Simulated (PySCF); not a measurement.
## SbO: energy against distance

Set-up: Sb x2c-SVPall, O x2c-SVPall; spin-free X2C with a Gaussian nucleus (PySCF 2.14). Energies in eV from Sb + O in their ground configurations at the same level. State: ²Π (doublet), unpaired electrons π ↑.

All columns are PBE0. A positive dipole means Sb(−)O(+).

```csv
R (Å),E (eV),μ (D),Mulliken charge on Sb (basis-dependent),HOMO (eV),LUMO (eV),Mayer bond order,⟨S²⟩
1.581,-1.620,-2.58,0.57,-4.86,-2.84,1.99,0.75
1.654,-2.704,-2.87,0.56,-5.05,-3.03,2.00,0.75
1.728,-3.290,-3.12,0.55,-5.24,-3.22,2.02,0.75
1.783,-3.490,-3.30,0.55,-5.37,-3.35,2.04,0.75
1.838,-3.538,-3.46,0.54,-5.49,-3.48,2.05,0.75
1.893,-3.470,-3.60,0.52,-5.62,-3.59,2.06,0.76
1.967,-3.265,-3.56,0.49,-5.78,-3.48,1.90,0.95
2.059,-2.959,-3.37,0.44,-5.96,-3.26,1.60,1.24
2.169,-2.570,-3.27,0.40,-6.14,-3.21,1.34,1.46
2.316,-2.058,-3.29,0.35,-6.32,-3.19,1.12,1.64
```

A fit through these points gives, at Re = 1.830 Å, μ = -3.44 D and dμ/dR = -3.15 D/Å; the reduced mass is 14.13 u.

Task: How strong is the fundamental in the double-harmonic approximation, I = 42.26·(dμ/dR)²/μred km/mol?

Result: I = 42.26·(-3.15)²/14.13 = 29.7 km/mol at PBE0.

⟨S²⟩ of the unrestricted solution departs from its pure value on part of the curve, where spin states mix. These are scalar-relativistic numbers at best; spin–orbit coupling would shift them, the dissociation energy most. The state is the lowest determinant that a PBE0 search found; another state may lie lower at other levels.
